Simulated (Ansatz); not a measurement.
Geometry optimisation, UKS PBE0-D4/6-31G* in Ansatz.

Input file:

```yaml
crystal:
  periodic: [false, false, false]
  atoms:
    - { symbol: Si, position_ang: [0.003809, -0.000495, -0.24632] }
    - { symbol: H, position_ang: [0.046995, -0.064255, 2.402803] }
    - { symbol: "N", position_ang: [1.591742, -0.097654, -0.923894] }
    - { symbol: H, position_ang: [2.315294, -0.629774, -0.455509] }
    - { symbol: H, position_ang: [1.969733, 0.735947, -1.359632] }
    - { symbol: "N", position_ang: [-0.700185, 1.484832, -0.790317] }
    - { symbol: H, position_ang: [-1.656165, 1.430362, -1.12027] }
    - { symbol: H, position_ang: [-0.549932, 2.33412, -0.260873] }
    - { symbol: "N", position_ang: [-0.94372, -1.32798, -0.822055] }
    - { symbol: H, position_ang: [-1.637491, -1.75422, -0.221734] }
    - { symbol: H, position_ang: [-0.457437, -2.023122, -1.375358] }
    - { symbol: Cl, position_ang: [0.023157, -0.087762, 3.749057] }
magnetization:
  spin_polarized: true
  initial_magnetization: 1
basis:
  gaussian: { orbitals: "6-31G*" }
hamiltonian:
  xc: pbe0
  dispersion: d4
relax:
  f_tol: 0.03
  max_steps: 50
```

Command:

```bash
$ ansatz run input.yaml --threads 4 --pin off --max-ram 5120MiB --backend cpu --events-out ev --progress --plain --runs-dir out
```

Task: Where does it end, and by what steps?

Result: It converged. The force dipped under the threshold on the way, but the program's further checks kept it going. After 11 steps the energy has fallen by 0.243 eV; H2 moved furthest, 0.88 Å. Joined: Si1–H2 (2.65 → 1.69 Å).

| step | energy less start (eV) | largest force component (eV/Å) | accepted |
| --- | --- | --- | --- |
| 0 | 0.0000 | 0.742 | yes |
| 1 | -0.0706 | 0.239 | yes |
| 2 | -0.1120 | 0.769 | yes |
| 3 | -0.1297 | 0.738 | yes |
| 4 | -0.1722 | 0.656 | yes |
| 5 | -0.1899 | 0.498 | yes |
| 6 | -0.2176 | 0.504 | yes |
| 7 | -0.2373 | 0.075 | yes |
| 8 | -0.2404 | 0.063 | yes |
| 9 | -0.2421 | 0.033 | yes |
| 10 | -0.2425 | 0.007 | yes |
| 11 | -0.2426 | 0.009 | yes |

```xyz
12
Properties=species:S:1:pos:R:3
Si -0.003 0.001 -0.161
H 0.065 -0.045 1.527
N 1.604 -0.101 -0.752
H 2.308 -0.607 -0.230
H 1.992 0.714 -1.207
N -0.735 1.479 -0.629
H -1.656 1.441 -1.046
H -0.614 2.311 -0.067
N -0.938 -1.333 -0.696
H -1.702 -1.679 -0.130
H -0.457 -2.086 -1.170
Cl 0.142 -0.095 3.136
```

Whether the end is a true minimum wasn't checked by a vibrational analysis.

The run took 34 s on 4 threads of Arm Neoverse V2, with other jobs on the host, peak memory 0.31 GiB.
